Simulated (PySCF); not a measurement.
**Correlation energy of Rh (rhodium, neutral)**

[Kr] 4d7 5s2, high-spin 4F determinant (an excited configuration). Calculation: PySCF 2.14, in aug-cc-pwCVTZ-DK (11s10p8d4f3g, 136 functions); scalar relativity by spin-free X2C-1e. Frozen: [Ar] 3d10; 17 electrons correlated.

MP2 pair energies summed by pair of shells (mhartree):

```
 pair   energy  share (%)
4p-4d  -192.18       32.0
4d-4d  -164.14       27.3
4p-4p   -70.79       11.8
4d-5s   -63.48       10.6
4s-4p   -35.40        5.9
4s-4d   -31.46        5.2
5s-5s   -20.97        3.5
4p-5s   -16.09        2.7
4s-4s    -5.45        0.9
4s-5s    -1.34        0.2
```

Total MP2 correlation energy: -601.29 mhartree.

Same-spin part -186.99 and opposite-spin part -414.30 mhartree; SCS-MP2 scales them by 1/3 and 6/5 to -559.49 mhartree.
